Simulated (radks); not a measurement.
Excited configurations of Al I: one electron is placed in a higher orbital outside [Ne] 3s2. The ground configuration is [Ne] 3s2 3p1. Calculated with a radial shooting solver on a logarithmic mesh with Libxc functionals: Dirac Kohn-Sham, LDA (Slater exchange, Perdew-Wang correlation), spin-unpolarised, spherical densities, point nucleus; open shells fill j = l - 1/2 first. Excitation = E - E(ground); binding = E(ion) - E, where the ion is the core of charge +1; n* = 1/sqrt(2 binding) in atomic units, and the quantum defect is n - n*.

| outer orbital | excitation (eV) | binding (eV) | n* | quantum defect | eigenvalue (eV) |
|---|---|---|---|---|---|
| 3d3/2 | 4.019 | 1.833 | 2.725 | 0.275 | -0.686 |
| 4s1/2 | 2.977 | 2.875 | 2.175 | 1.825 | -1.653 |
| 4f5/2 | 4.940 | 0.912 | 3.861 | 0.139 | -0.440 |
| 5p1/2 | 4.712 | 1.140 | 3.455 | 1.545 | -0.694 |
| 5d3/2 | 5.095 | 0.757 | 4.238 | 0.762 | -0.461 |
| 5f5/2 | 5.223 | 0.629 | 4.650 | 0.350 | -0.369 |
| 6s1/2 | 4.968 | 0.884 | 3.922 | 2.078 | -0.569 |
| 6f5/2 | 5.397 | 0.455 | 5.468 | 0.532 | -0.288 |
| 7s1/2 | 5.256 | 0.596 | 4.778 | 2.222 | -0.397 |
| 7p1/2 | 5.341 | 0.511 | 5.159 | 1.841 | -0.341 |
| 7d3/2 | 5.463 | 0.389 | 5.914 | 1.086 | -0.261 |
| 7f5/2 | 5.509 | 0.343 | 6.296 | 0.704 | -0.228 |

The Delta-SCF ionisation energy is 5.852 eV (NIST Atomic Spectra Database: 5.986 eV, measured). Self-interaction in the functional shifts the binding energies and quantum defects, so they are the method's values and not measured ones. Spin polarisation and multiplet splitting are left out, so open shells lie too high by an amount that depends on their filling.

Beside tabulated values, note that spin-unpolarised runs miss the spin-polarisation part of the exchange energy of open shells.
